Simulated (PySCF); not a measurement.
PySCF 2.14 output of an unrestricted M06-2X calculation on a single atom or ion in aug-cc-pVQZ, with no relativity, point nucleus:

```
SCF conv_tol = 1e-09
number electrons alpha = 16  beta = 9
    Y. Zhao and D. G. Truhlar.,  Theor. Chem. Acc. 120, 215 (2008)
    Y. Zhao and D. G. Truhlar.,  Theor. Chem. Acc. 120, 215 (2008)
cycle= 1 E= -1150.78336744199  delta_E= -0.00878  |g|= 0.04  |ddm|= 10.1
cycle= 2 E= -1150.78244722129  delta_E= 0.00092  |g|= 0.0299  |ddm|= 6.29
cycle= 3 E= -1150.78395638642  delta_E= -0.00151  |g|= 0.0139  |ddm|=  3.2
cycle= 4 E= -1150.78420492978  delta_E= -0.000249  |g|= 0.0069  |ddm|= 2.01
cycle= 5 E= -1150.78424075598  delta_E= -3.58e-05  |g|= 0.000739  |ddm|= 0.626
cycle= 6 E= -1150.78424092129  delta_E= -1.65e-07  |g|= 0.000576  |ddm|= 0.138
cycle= 7 E= -1150.78424062179  delta_E= 3e-07  |g|= 0.000863  |ddm|= 0.0477
cycle= 8 E= -1150.78424078396  delta_E= -1.62e-07  |g|= 0.000778  |ddm|= 0.00698
cycle= 9 E= -1150.78424126706  delta_E= -4.83e-07  |g|= 9.29e-05  |ddm|= 0.0518
cycle= 10 E= -1150.78424127149  delta_E= -4.42e-09  |g|= 5.8e-05  |ddm|= 0.00114
cycle= 11 E= -1150.78424127293  delta_E= -1.44e-09  |g|= 3.13e-05  |ddm|= 0.00271
cycle= 12 E= -1150.78424127274  delta_E= 1.93e-10  |g|= 2.25e-05  |ddm|= 0.000193
converged SCF energy = -1150.78424127274  <S^2> = 15.750706  2S+1 = 8.0001766
```

The run itself started from symmetry-adapted Hartree-Fock orbitals and held the occupation by maximum overlap, on a logarithmic radial grid, so the iterations belong to that start.

**Question.** Which element, charge and spin multiplicity is this?

**Answer.** Mn (manganese, neutral), multiplicity 8; the state was [Ar] 3d5 4s1 5s1, high-spin 8S determinant (an excited configuration).

The outer electron is Rydberg-like, and this basis confines it to a smaller radius and binds it less than a complete one would.
